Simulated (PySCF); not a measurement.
**[Au3]− at several levels of theory**

Computed with PySCF 2.14.0 (density fitting, no spin-orbit coupling) at the geometry relaxed with TPSS:

```xyz
3
[Au3]− (singlet)
Au    0.0000    0.0000    2.5988
Au    0.0000    0.0000    0.0000
Au    0.0000    0.0000   -2.5988
```

```json
{"level": "TPSS", "basis": "Au def2-SVP with ECP60", "state": "singlet", "HOMO (eV)": "-1.17", "gap (eV)": "2.35", "charge on Au1 (e)": "-0.32", "dipole about the centre of mass (D)": "0.00", "largest force component (eV/Å)": "0.00"}
{"level": "CAM-B3LYP", "basis": "the same", "state": "singlet", "HOMO (eV)": "-2.71", "gap (eV)": "5.18", "charge on Au1 (e)": "-0.34", "dipole about the centre of mass (D)": "0.00", "largest force component (eV/Å)": "0.12"}
{"level": "TPSSh", "basis": "the same", "state": "singlet", "HOMO (eV)": "-1.39", "gap (eV)": "2.85", "charge on Au1 (e)": "-0.32", "dipole about the centre of mass (D)": "0.00", "largest force component (eV/Å)": "0.00"}
{"level": "r2SCAN", "basis": "the same", "state": "singlet", "HOMO (eV)": "-1.35", "gap (eV)": "2.53", "charge on Au1 (e)": "-0.35", "dipole about the centre of mass (D)": "0.00", "largest force component (eV/Å)": "0.19"}
{"level": "PBE0", "basis": "the same", "state": "singlet", "HOMO (eV)": "-1.76", "gap (eV)": "3.50", "charge on Au1 (e)": "-0.32", "dipole about the centre of mass (D)": "0.00", "largest force component (eV/Å)": "0.07"}
{"level": "TPSS", "basis": "Au def2-TZVP with ECP60", "state": "singlet", "HOMO (eV)": "-1.25", "gap (eV)": "2.31", "charge on Au1 (e)": "-0.17", "dipole about the centre of mass (D)": "0.00", "largest force component (eV/Å)": "0.15"}
```

Charges are Mulliken's, which hang on the basis. The relaxation used the grid (50, 194), these runs (75, 302) or, all-electron (x2c bases, spin-free X2C Hamiltonian), (99, 590).

**Question.** What does TPSS with Au x2c-SVPall give here?

**Answer.** state singlet, HOMO (eV) -1.25, gap (eV) 2.36, charge on Au1 (e) -0.64, dipole about the centre of mass (D) 0.00, largest force component (eV/Å) 0.33. Time: 77 s on 2 threads of Arm Neoverse V1 (shared host), from free ions and atoms.

In the first row's basis the gap widens with exact exchange: 2.3 to 2.5 eV for TPSS, r2SCAN (none); 2.8 to 3.5 eV for TPSSh, PBE0 (a fixed share); 5.2 eV for CAM-B3LYP (rising or full at long range).

No frequency check is given that shows the relaxed geometry to be a minimum.
